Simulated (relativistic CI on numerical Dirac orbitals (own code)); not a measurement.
## Electric-dipole transitions in Er³⁵⁺

Computed by Dirac-Coulomb-Breit CI, KLI orbitals optimised for each configuration, a model potential for QED, unscaled Slater integrals (own radial code, finite nucleus).

Configurations in the expansion (outside the closed core [Ar] 3d10): 4s²4p³, 4s4p⁴, 4s²4p²4d, 4p⁵, 4s4p³4d, 4s²4p²4f, 4s4p³4f, 4p⁴4d, 4s4p²4d², 4s²4p4d4f, 4p⁴4f, 4s²4p4d², 4s²4d³, 4s4p4d³, 4s²4d²4f, 4s4p4d²4f, 4p³4d², 4p²4d³, 4p²4d²4f. Double excitations out of closed p, d and f shells are left out; levels of such configurations are missing from the list, as are those of other unlisted configurations, and high levels can miss mixing partners.

```
λ vac (Å)                Lower                   Upper   A (s⁻¹)  log gf  S velocity/length
   58.740   4s²4p²4d ²D3/2 [6]    4s²4p4d² ²D°3/2 [82]  1.09e+12    0.35               0.98
   59.479  4s²4p²4d ²G9/2 [19]  4s²4p4d² ²H°11/2 [158]  4.35e+11    0.44               1.01
   59.583  4s²4p²4d ⁴D7/2 [17]   4s²4p4d² ⁴D°5/2 [150]  7.53e+11    0.38               0.94
   60.059      4s4p⁴ ⁴P5/2 [7]     4s4p³4d ⁴D°7/2 [78]  6.59e+11    0.46               1.00
   60.248    4s²4p³ ⁴S°3/2 [2]     4s²4p²4d ²D5/2 [34]  3.90e+11    0.10               1.01
   60.267    4s²4p³ ²P°3/2 [1]     4s²4p²4d ²D3/2 [21]  1.24e+12    0.43               1.00
   60.362      4s4p⁴ ⁴P5/2 [7]     4s4p³4d ⁴P°3/2 [76]  7.78e+11    0.23               0.98
   60.436    4s²4p³ ⁴S°3/2 [2]     4s²4p²4d ²D3/2 [32]  7.40e+11    0.21               1.00
   60.581    4s²4p³ ²P°3/2 [1]     4s²4p²4d ⁴P5/2 [20]  8.93e+11    0.47               1.01
   60.619    4s²4p³ ²P°3/2 [1]     4s²4p²4d ²P1/2 [18]  6.92e+11   -0.12               0.99
   60.636    4s²4p³ ²D°5/2 [3]     4s²4p²4d ²F7/2 [36]  8.50e+11    0.57               1.01
   60.779    4s²4p³ ²P°1/2 [4]     4s²4p²4d ²D3/2 [40]  8.41e+11    0.27               1.00
   61.025      4s4p⁴ ⁴P5/2 [7]     4s4p³4d ⁴P°5/2 [72]  7.08e+11    0.37               0.99
   61.258     4s4p⁴ ²D5/2 [16]    4s4p³4d ²F°7/2 [139]  7.54e+11    0.53               1.00
   61.362  4s²4p²4d ²G9/2 [19]  4s²4p4d² ⁴G°11/2 [149]  3.99e+11    0.43               0.99
   61.363  4s²4p²4d ²G9/2 [19]   4s²4p4d² ⁴G°9/2 [148]  6.56e+11    0.57               0.98
   61.734    4s²4p³ ²D°5/2 [3]     4s²4p²4d ²D5/2 [34]  5.44e+11    0.27               1.00
   62.445  4s²4p²4d ²D3/2 [21]   4s²4p4d² ⁴F°5/2 [143]  8.81e+11    0.49               0.99
   62.675  4s²4p²4d ²F7/2 [25]   4s²4p4d² ²G°9/2 [159]  5.49e+11    0.51               0.98
   62.908   4s²4p²4d ⁴D5/2 [9]     4s4p³4d ⁴D°7/2 [88]  2.97e+11    0.15               0.99
   63.586   4s²4p²4d ²D3/2 [6]    4s²4p4d² ⁴G°5/2 [64]  5.93e+11    0.33               1.00
   68.344  4s²4p²4d ²F5/2 [12]   4s²4p²4f ²G°7/2 [114]  6.92e+11    0.59               0.98
   68.987  4s²4p²4d ²G7/2 [15]   4s²4p²4f ²G°9/2 [117]  3.85e+11    0.44               0.98
   72.328  4s²4p²4d ⁴F9/2 [35]  4s²4p²4f ⁴G°11/2 [190]  6.37e+11    0.78               0.98
   72.555   4s²4p²4d ²D3/2 [6]     4s4p³4d ²D°5/2 [54]  2.75e+11    0.11               0.98
   72.732  4s²4p²4d ²F7/2 [33]   4s²4p²4f ²G°9/2 [186]  5.90e+11    0.67               0.98
   73.531  4s²4p²4d ⁴P5/2 [20]   4s²4p²4f ⁴D°7/2 [121]  4.48e+11    0.46               0.99
   74.258  4s²4p²4d ⁴F9/2 [35]   4s²4p4d² ²G°9/2 [181]  7.58e+11    0.80               0.97
   74.396  4s²4p²4d ⁴D7/2 [17]    4s4p³4d ⁴D°7/2 [111]  3.33e+11    0.34               0.97
   74.661    4s²4p³ ²P°3/2 [5]        4s4p⁴ ²S1/2 [49]  9.33e+11    0.19               1.00
   74.778    4s²4p³ ²P°3/2 [5]     4s²4p²4d ²D5/2 [48]  8.03e+11    0.61               1.01
   74.791    4s²4p³ ⁴S°3/2 [2]     4s²4p²4d ²D5/2 [27]  3.75e+11    0.28               1.00
   74.871  4s²4p²4d ²D5/2 [27]   4s²4p²4f ²F°7/2 [133]  6.61e+11    0.65               0.99
   75.536  4s²4p²4d ²F7/2 [25]   4s²4p²4f ²G°9/2 [128]  4.68e+11    0.60               0.98
   76.590    4s²4p³ ²P°3/2 [5]     4s²4p²4d ²D3/2 [46]  5.56e+11    0.29               0.98
   76.648    4s²4p³ ²P°1/2 [4]     4s²4p²4d ²P1/2 [29]  6.56e+11    0.06               0.99
   77.095    4s²4p³ ²D°5/2 [3]     4s²4p²4d ²D5/2 [27]  2.89e+11    0.19               0.99
   77.573   4s²4p²4d ⁴D5/2 [9]    4s²4p²4f ²F°7/2 [59]  3.03e+11    0.34               0.99
   78.002    4s²4p³ ²D°5/2 [3]     4s²4p²4d ²P3/2 [26]  3.29e+11    0.08               0.97
   78.716    4s²4p³ ²P°1/2 [4]     4s²4p²4d ²D3/2 [28]  2.67e+11    0.00               1.00
   78.721      4s4p⁴ ⁴P5/2 [7]     4s4p³4d ⁴D°7/2 [52]  1.88e+11    0.15               0.98
   79.037    4s²4p³ ²D°5/2 [3]     4s²4p²4d ²F7/2 [25]  2.92e+11    0.34               1.01
   79.988    4s²4p³ ⁴S°3/2 [2]     4s²4p²4d ⁴D3/2 [22]  2.13e+11   -0.09               1.00
   80.677    4s²4p³ ²P°3/2 [1]        4s4p⁴ ²D3/2 [10]  2.48e+11   -0.01               0.99
   80.836    4s²4p³ ²P°3/2 [1]      4s²4p²4d ⁴D5/2 [9]  1.94e+11    0.06               1.00
```

Terms are leading LS components. Brackets give the number of a level in order of energy, since labels repeat. The list gives strong lines, with weight on those to low levels, among the lowest 200 of 3430 levels, so that lines to higher ones, which can be the strongest, are missing. Levels whose partners in the same complex of configurations lie outside the list can be far off, and so can their lines. Rates are taken at the computed energies, electric ones in the length gauge. A velocity-to-length ratio far from 1 marks an uncertain rate.

At this charge energies of transitions that change n are usually good to better than 1 %, and those within a shell (Δn = 0) to a few per cent.

LS names give the leading component of a level, which can be under half, so a name can repeat, a term be missing and a line seem to break the LS rules.
